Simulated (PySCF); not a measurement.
# Calculated NMR parameters of CO[Si@@H](C=O)[C@@H](C)F

| Quantity | Value |
| --- | --- |
| Formula | C4H9FO2Si |
| SMILES | CO[Si@@H](C=O)[C@@H](C)F |
| Point group of the computed structure | C1 |
| Degrees of unsaturation | 1 |
| Carbon signals | 4 |
| Proton signals | 5 |

Structure with atom numbers: `[CH3:1][O:2][Si@@H:3]([CH:4]=[O:5])[C@@H:6]([CH3:7])[F:8]` (H(Xn): hydrogen on atom n).

Computational details: GIAO PBE0/pcSseg-1 shieldings, structure optimised with GFN2-xTB, in PySCF 2.14 (rapidly exchanging positions averaged, one conformer, no relativistic terms, gas phase).

δ = σ(ref) − σ, references computed at the same level: TMS for ¹H and ¹³C and ²⁹Si; ¹⁹F against CFCl3; ¹⁷O against H2O.

| carbon | δC, type | δH (multiplicity) | HMBC from (2–3 bonds) | span of the C tensor (ppm) |
| --- | --- | --- | --- | --- |
| C1 | 55.1, CH3 | 4.15 (s) | H(Si3) | 79 |
| C4 | 253.7, CH | 12.26 (m) | H(C6), H(Si3) | 272 |
| C6 | 92.8, CH | 4.81 (m) | H(C4), H(Si3), H(C7) | 104 |
| C7 | 19.6, CH3 | 1.49 (m) | H(C6), H(Si3) | 36 |

Other nuclei:
| atoms | nucleus | environment | δ (ppm) | σ (ppm) |
| --- | --- | --- | --- | --- |
| H(Si3) | ¹H | hydrogen on a silicon bonded to 2 C, O | 4.80 | 26.92 |
| F8 | ¹⁹F | fluorine on an sp3 carbon | -248.0 | 419.0 |
| Si3 | ²⁹Si | silicon bonded to 2 C, O, H | -48.4 | 397.5 |
| O5 | ¹⁷O | carbonyl oxygen | 971.4 | -635.3 |
| O2 | ¹⁷O | oxygen bonded to C, Si | -3.1 | 339.2 |

- Carbon types of the structure: 2 × CH, 2 × CH3, leaving 1 H on heteroatoms.
- δC 253.7: carbonyl carbon.
- δC 92.8: sp3 CH bonded to F and Si; pulled downfield by the heteroatom.
- δC 19.6: methyl carbon; a saturated carbon with 1 carbon neighbour and no heteroatom attached.
- δH 12.26: hydrogen on a carbonyl carbon.
- δH 4.81: hydrogen on an sp3 CH bonded to F and Si; its carbon carries F, hence the downfield position.

Splittings by ¹⁹F in the carbon and heteronuclear signals aren't shown, as no couplings were computed. Shifts are as computed. Against solution values, carbons near 30 ppm lie about +3 ppm off and those near 130 ppm about +5 ppm. Of 1309 compounds with measured shifts, 239 miss one by over three times the rms of a fit or turn the order of signals round; such compounds aren't used in these exercises. Unscaled 19F shifts against computed CFCl3 carry errors that often reach 10 to 50 ppm. Unscaled 17O shifts of doubly bonded oxygen tend to come out too high, by tens of ppm or more. Experimental scales use liquid or dissolved standards, which lie at an offset from isolated H2O (liquid H2O: subtract about 36 ppm). Multiplicities follow the n + 1 count of equivalent neighbours, as no J values were calculated; m marks all less simple cases, F and P coupling included.
